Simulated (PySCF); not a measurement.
Nb(O)(OH)(Me)2 (C₂H₇NbO₂), SMILES [O]=[Nb]([CH3])([OH])[CH3], multiplicity 1.

Geometry optimised at B3LYP-D3(BJ)/def2-SVP. The multiplicity is an assumed one; other spin states were not compared. The def2 effective core potentials stand for the cores of Nb; spin–orbit coupling is left out. Other conformers were not sampled.

Computed with PySCF 2.14.0 with B3LYP-D3(BJ)/def2-SVP.

Frequencies are harmonic and unscaled.

```tsv
mode	ν (cm⁻¹)	IR (km/mol)	Raman (Å⁴/amu)	depolarisation	moving atoms (share of kinetic energy)
1	81	0.1	0.1	0.75	H 97 %
2	98	0.4	0.1	0.69	H 97 %
3	141	0.2	3.6	0.74	C 54 %, H 36 %, Nb 8 %
4	160	0.4	3.0	0.75	O 43 %, H 28 %, C 21 %
5	162	0.8	1.0	0.73	O 30 %, H 27 %, C 26 %, Nb 18 %
6	209	0.0	2.1	0.75	O 56 %, H 19 %, C 15 %, Nb 10 %
7	224	16.2	3.4	0.74	O 73 %, H 14 %, Nb 9 %
8	415	79.9	3.0	0.75	H 83 %, O 14 %
9	453	2.9	0.4	0.75	H 67 %, C 29 %
10	505	102.8	5.9	0.13	H 62 %, C 23 %, O 13 %
11	536	49.4	14.8	0.07	C 46 %, H 35 %, O 10 %, Nb 9 %
12	547	41.7	7.3	0.50	H 75 %, C 20 %
13	564	103.3	4.8	0.75	H 41 %, C 40 %, Nb 16 %
14	599	16.5	2.7	0.72	H 76 %, C 18 %
15	599	16.2	4.6	0.75	H 71 %, C 23 %
16	743	122.0	6.4	0.07	O 67 %, Nb 19 %, H 12 %
17	1021	173.6	18.4	0.06	O 84 %, Nb 15 %
18	1173	6.0	2.3	0.75	H 78 %, C 22 %
19	1181	7.6	1.4	0.29	H 79 %, C 21 %
20	1393	12.1	0.2	0.75	H 94 %
21	1400	3.8	30.5	0.70	H 95 %
22	1402	0.2	29.1	0.75	H 95 %
23	1407	13.9	1.0	0.73	H 95 %
24	2997	0.9	4.7	0.75	H 97 %
25	2999	1.2	308.8	0.00	H 97 %
26	3088	1.0	14.7	0.75	H 91 %, C 9 %
27	3090	12.0	141.9	0.74	H 91 %, C 9 %
28	3106	5.1	123.8	0.70	H 91 %, C 9 %
29	3106	1.0	61.4	0.75	H 91 %, C 9 %
30	3875	242.0	143.5	0.31	H 94 %
```
